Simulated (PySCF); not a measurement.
## Which determinant of SnAs lies lowest?

Unrestricted PBE0; basis Sn cc-pVDZ-PP with ECP28, As cc-pVDZ-PP with ECP10; scalar-relativistic core potentials; PySCF 2.14. Outer shells of the fragments: Sn 4d10 5s2 5p2; As 3d10 4s2 4p3.

Followed along the bond (rough minima from three points):

```
2Ms+1   unpaired  ⟨S²⟩ at the start  R at minimum (Å)  Te (eV)
    2        π ↑               0.80              2.45     0.00
    2        σ ↑               0.94              2.34     0.34
    4  σ ↑, π ↑↑               3.76              2.58     1.61
    4      π ↑↑↑               3.76  none in the scan   ≤ 1.06
    2      π ↑↑↓               1.76  none in the scan   ≤ 1.43
```

Solutions found at the starting distance of 2.525 Å, counted from the lowest of them; the search is not exhaustive and high or unbound solutions are not listed, so other states can lie among these:

```json
{"2Ms+1": "2", "unpaired": "π ↑", "term": "²Π", "E (eV)": "0.00", "⟨S²⟩": "0.80", "⟨Lz²⟩": "1.00", "μ (D)": "-1.92"}
{"2Ms+1": "2", "unpaired": "σ ↑", "term": "²Σ⁺", "E (eV)": "0.55", "⟨S²⟩": "0.94", "⟨Lz²⟩": "0.00", "μ (D)": "-2.23"}
{"2Ms+1": "4", "unpaired": "π ↑↑↑", "term": "⁴Π", "E (eV)": "1.22", "⟨S²⟩": "3.76", "⟨Lz²⟩": "1.00", "μ (D)": "-0.24"}
{"2Ms+1": "2", "unpaired": "π ↑↑↓", "term": "mixed", "E (eV)": "1.60", "⟨S²⟩": "1.76", "⟨Lz²⟩": "3.02", "μ (D)": "-0.24"}
{"2Ms+1": "4", "unpaired": "σ ↑, π ↑↑", "term": "mixed", "E (eV)": "1.60", "⟨S²⟩": "3.76", "⟨Lz²⟩": "2.01", "μ (D)": "-1.14"}
{"2Ms+1": "4", "unpaired": "σ ↑, π ↑↑", "term": "mixed", "E (eV)": "2.03", "⟨S²⟩": "3.76", "⟨Lz²⟩": "2.00", "μ (D)": "-1.51"}
```

A term symbol is given only where ⟨S²⟩ and ⟨Lz²⟩ are close to those of a pure state; real π, δ and φ orbitals otherwise mix terms. A positive dipole means Sn(−)As(+).

Compare the gap between the two lowest followed solutions at the starting distance with the gap between their minima.

At PBE0 the second solution (doublet, unpaired electrons σ ↑) lies +0.55 eV from the first (doublet, unpaired electrons π ↑) at 2.525 Å and +0.34 eV at the minima; the two curves relax by different amounts, since their minima lie near 2.34 and 2.45 Å.

Spin–orbit coupling is left out. Counting both spins, an empty level lies below a filled one in some of these solutions, because spin and occupation are held.
